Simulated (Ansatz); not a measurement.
The cluster Pt₄H₇. Total charge 0; doublet. Geometry r2SCAN-D4/def2-SVP; atoms count from 1.

Cartesian coordinates in Å:
```
Pt 0.1465 0.3502 -1.5851
Pt -0.5307 -1.7422 -0.2096
Pt 0.8797 0.3289 0.9415
Pt -1.7501 0.4860 0.1762
H 1.4342 1.0791 -2.1425
H 1.4401 1.6932 1.4179
H -2.1231 2.0990 0.8257
H 0.6762 -3.0312 -0.0610
H 2.4021 0.0749 1.0752
H -2.7306 1.9890 0.2359
H 0.1556 -3.3270 -0.6742
```

In the def2 sets Pt takes a core potential; there is no spin–orbit coupling. The charge 0 doublet is spin-contaminated (final ⟨S²⟩ up to 1.50, 0.75 for a pure state). In the doublet, H7 and H10 lie 0.85 Å apart, H8 and H11 lie 0.86 Å apart (atoms count from 1), so H2 has formed as a molecule. Another isomer (doublet) lies 1.52 eV lower at PBE0-D4/def2-TZVP; other spin states weren't run for this one.

Problem. Estimate the Mulliken populations from the PBE0/def2-TZVP orbitals of Ansatz.

Solution. 
```tsv
atom	charge (e)	spin (α − β)	d electrons
Pt1	0.15	0.50	8.73
Pt2	-0.18	0.48	8.98
Pt3	-0.12	-0.54	8.73
Pt4	-0.18	0.48	8.98
H5	0.02	0.11	–
H6	0.05	-0.02	–
H7	0.06	0.00	–
H8	0.06	0.00	–
H9	0.05	-0.02	–
H10	0.04	0.00	–
H11	0.04	0.00	–
```
Mulliken values depend strongly on the basis.

Problem. Where does the spin sit?

Solution. Summed by element: Pt 0.91, H 0.09, of 1 unpaired in all. Largest on single atoms: Pt3 -0.54, Pt1 0.50, Pt2 0.48.

Problem. And the Mayer bond orders between heavy atoms (over 0.3)?

Solution. Pt1–Pt2 0.61 (2.59 Å); Pt1–Pt3 0.60 (2.63 Å); Pt1–Pt4 0.62 (2.59 Å); Pt2–Pt3 0.37 (2.76 Å); Pt2–Pt4 0.66 (2.57 Å); Pt3–Pt4 0.38 (2.74 Å).
